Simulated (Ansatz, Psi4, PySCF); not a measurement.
C$_{3}$H$_{5}$ (SMILES [CH2]C=C), doublet (typed; the unrestricted solution is spin-contaminated), geometry from GFN2-xTB. Base run: PySCF with MP2/cc-pVDZ.

The PySCF input:
```python
from pyscf import gto, scf, mp

mol = gto.M(
    atom='''
C     1.21930413   -0.01255927   -0.15192021
C    -0.05035630    0.42088717    0.13622292
H     1.39641854   -1.02027681   -0.48494024
H     2.07179450    0.63423331   -0.05547914
H    -0.17289208    1.44506354    0.46770440
C    -1.17491144   -0.35848292    0.03182994
H    -2.15056839    0.02417330    0.26857681
H    -1.10897088   -1.38226320   -0.29265777
''',
    basis='cc-pvdz',
    spin=1,
    verbose=4,
)

mf = scf.UHF(mol)
mf.kernel()

pt = mp.MP2(mf)
pt.kernel()
print('E(MP2) = %.10f' % pt.e_tot)
```

The same geometry, method and basis name were run in Ansatz (a first-principles code) and Psi4 and PySCF, at each program's defaults and at the settings that a row names. The base is PySCF at its defaults. Differences at the defaults can come from grids, fitting, cores and function types together.

```csv
code and settings,ΔE vs base (mEh),basis functions,E (Eh),SCF cycles
"PySCF, defaults (exact integrals, spherical functions, all electrons correlated)",0.000,67,-116.85509,12
"Psi4, defaults (density fitting with its default set, spherical functions, all electrons correlated)",0.245,67,-116.85485,13
"Ansatz, defaults (factorised integrals, spherical functions, frozen core)",7.596,67,-116.84750,-
"PySCF, frozen core",7.593,67,-116.84750,12
"Psi4, exact integrals, spherical functions, frozen core",7.593,67,-116.84750,13
"Ansatz, high accuracy, frozen core",7.593,67,-116.84750,-
```

Open shells are given as the SCF converged; they aren't shown to be the lowest states, and a large step between rows can be another state.
